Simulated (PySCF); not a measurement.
Cu(H) cation (CuH), SMILES [CuH] (connectivity only; charge and spin as stated), charge +1, multiplicity 2. Atoms are numbered in the order given.

```xyz
2

Cu     0.0000     0.0000    -0.0496
H      0.0000     0.0000     1.4393
```
Charge +1, spin multiplicity 2.

Geometry optimised at r2SCAN-D4/def2-TZVPD. The multiplicity is an assumed one; other spin states were not compared.

Method: ωB97X/def2-TZVPD run with PySCF.

Mulliken values depend strongly on the basis, most of all with diffuse functions as here. ESP charges are fitted to the potential on shells at 1.4 to 2.0 van der Waals radii. Atomic charges (e):

| atom | ESP fit | meta-Löwdin | Mulliken | Mulliken spin |
|---|---|---|---|---|
| Cu1 | 1.09 | 1.00 | 0.67 | 0.70 |
| H2 | -0.09 | 0.00 | 0.33 | 0.30 |
